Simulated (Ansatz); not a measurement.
**Ligand exchange: C2H6S + GaH(CH3)(SH) → CH4S2 + GaH(CH3)2**

Species: C2H6S (dimethyl sulfide) `CSC`, singlet; GaH(CH3)(SH), singlet; CH4S2 (methyl hydrodisulfide) `CSS`, singlet; GaH(CH3)2, singlet. The partners trade CH3 for SH: S–CH3 and Ga–SH bonds give way to S–SH and Ga–CH3.

Shapes, held fixed at every level: PBE0-D4/def2-TZVP. Flexible molecules stand in one conformer, not always the lowest. Programs: Ansatz 0.2.0. Electronic energies: no zero-point or thermal term.

| level | kind | ΔE (kJ/mol) | less CCSD(T)/def2-TZVPP |
| --- | --- | --- | --- |
| HF/def2-TZVPP | Hartree–Fock | +112.1 | +9.4 |
| PBE-D4/def2-TZVPP | GGA | +92.6 | -10.1 |
| BHLYP-D4/def2-TZVPP | global hybrid | +103.0 | +0.3 |
| PBE0-D4/def2-TZVPP | global hybrid | +98.0 | -4.7 |
| r2SCAN0-D4/def2-TZVPP | global hybrid | +102.0 | -0.7 |
| wB97X-V/def2-TZVPP | range-separated hybrid | +100.0 | -2.7 |
| CCSD/def2-TZVPP | coupled cluster or CI | +103.6 | +0.9 |
| CCSD(T)/def2-TZVPP | coupled cluster or CI | +102.7 | 0.0 |

The highest level, CCSD(T)/def2-TZVPP, gives ΔE = +102.7 kJ/mol; the levels span +92.6 to +112.1. The column of differences is taken from that level and isn't an error. No measured value is set beside it here. Relativity is left out for Ga unless named. Correlated rows may include outer-core shells of Ga, which these sets cover unevenly.
